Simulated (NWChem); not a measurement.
System: stibine (SbH3); SMILES [SbH3]

Computed with NWChem. Structure relaxed at the PBE0-D3(BJ)/def2-TZVP level. def2 effective core potentials on Sb; no spin-orbit coupling.

Problem. Order these by “orbital gap (eV)”, lowest first: Hartree-Fock/def2-TZVPP; Hartree-Fock/def2-QZVP; Hartree-Fock/def2-SVP; Hartree-Fock/def2-TZVPD.

Solution. Hartree-Fock/def2-TZVPD (11.62), Hartree-Fock/def2-QZVP (12.07), Hartree-Fock/def2-TZVPP (12.33), Hartree-Fock/def2-SVP (12.73)
